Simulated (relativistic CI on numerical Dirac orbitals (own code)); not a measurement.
d1 to d9 in one octahedral field

Computed with a parametric ligand-field model without spin-orbit coupling, by exact diagonalisation: B = 360, C = 1420, 10Dq = 29400 cm⁻¹ (Oh; |10Dq|/B = 81.7) for every shell. Energies in cm⁻¹; the field energy is (0.6 n_e − 0.4 n_t2) × 10Dq of the ground term; g labels are left out. So small a B with so large a field is typical of 4d and 5d ions, where spin-orbit coupling, left out here, reaches 1,000 to 4,000 cm⁻¹.

```tsv
Shell	Ground term	Electrons in e	Field energy	First spin-allowed bands	Lowest term of other spin
d1	2T2	0.000	-11760	2E 29400	
d2	3T1	0.004	-23393	3T2 28462, 3T1 32925	1T2 5089
d3	4A2	0.000	-35280	4T2 29400, 4T1 33543	2E 7210
d4	3T1	0.007	-46839	3E 27914, 3T1 28257	1T2 4531
d5	2T2	0.014	-58399	2A2 27313, 2T1 27445	4T1 22317
d6	?	?	?	?	?
d7	2E	1.006	-52731	2T1 28182, 2T2 28554	4T1 22360
d8	3A2	2.000	-35280	3T2 29400, 3T1 33543	1E 5694
d9	2E	3.000	-17640	2T2 29400
```

(1) Fill in the row of d6.

## Answers

(1) Ground term: 1A1; Electrons in e: 0.010; Field energy: -70253; First spin-allowed bands: 1T1 28254, 1T2 33628; Lowest term of other spin: 3T1 25291. Low spin: d4, d5, d6, d7; the other shells keep the spin of the free ion. Only d4 to d7 can choose; the field needed to pair spins is smallest for d6 and largest for d5, which loses most exchange energy. In the strong-field picture 10Dq must exceed about 6B + 5C = 9260 (d4), 7.5B + 5C = 9800 (d5), 2.5B + 4C = 6580 (d6) and 4B + 4C = 7120 (d7); mixing of terms shifts these bounds somewhat.
